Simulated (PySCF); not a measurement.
C₃H₆AlClO. Atoms are numbered in the order given.

```xyz
12

Al     0.0837    -0.2938     0.6300
C     -0.0439    -1.2785    -1.0453
C      0.0928    -0.1898    -2.0716
C      1.2433     0.2629    -2.5930
H     -0.9933    -1.8249    -1.1502
H      0.7921    -1.9949    -1.0926
H     -0.8402     0.3098    -2.3635
H      2.2069    -0.1899    -2.3356
H      1.2564     1.0937    -3.3026
Cl    -1.4855     0.9624     1.2874
O      1.5310    -0.3592     1.5172
H      1.7439     0.1709     2.2908
```
Charge 0, spin multiplicity 1.

Geometry: B3LYP-D3(BJ)/def2-SVP. One conformer was computed; it need not be the lowest.

All values below come from PBE/pcSseg-1 run with PySCF.

GIAO shieldings, no solvent; atoms listed in one row are averaged. δ = σ(ref) − σ: ¹³C against TMS (σ = 182.0 ppm); ¹H against TMS (σ = 31.49 ppm); ³⁵Cl against HCl (σ = 936.5 ppm); ¹⁷O against H2O (σ = 334.3 ppm), references at their B3LYP-D3(BJ)/def2-TZVP geometries, non-relativistic (without spin–orbit terms, shifts of atoms bonded to Cl or Br come out too high).

Problem. Estimate the chemical shifts. (An estimate is asked for; the answer gives what the named calculation found.)

Solution. 
```json
[
 {"nucleus": "¹³C", "atoms": "C3", "count": "1", "δ (ppm)": "142.5"},
 {"nucleus": "¹³C", "atoms": "C4", "count": "1", "δ (ppm)": "121.4"},
 {"nucleus": "¹³C", "atoms": "C2", "count": "1", "δ (ppm)": "22.2"},
 {"nucleus": "¹H", "atoms": "H7", "count": "1", "δ (ppm)": "6.44"},
 {"nucleus": "¹H", "atoms": "H8", "count": "1", "δ (ppm)": "5.74"},
 {"nucleus": "¹H", "atoms": "H9", "count": "1", "δ (ppm)": "5.53"},
 {"nucleus": "¹H", "atoms": "H12", "count": "1", "δ (ppm)": "2.65"},
 {"nucleus": "¹H", "atoms": "H6", "count": "1", "δ (ppm)": "2.21"},
 {"nucleus": "¹H", "atoms": "H5", "count": "1", "δ (ppm)": "1.85"},
 {"nucleus": "³⁵Cl", "atoms": "Cl10", "count": "1", "δ (ppm)": "19.1"},
 {"nucleus": "¹⁷O", "atoms": "O11", "count": "1", "δ (ppm)": "64.0"}
]
```
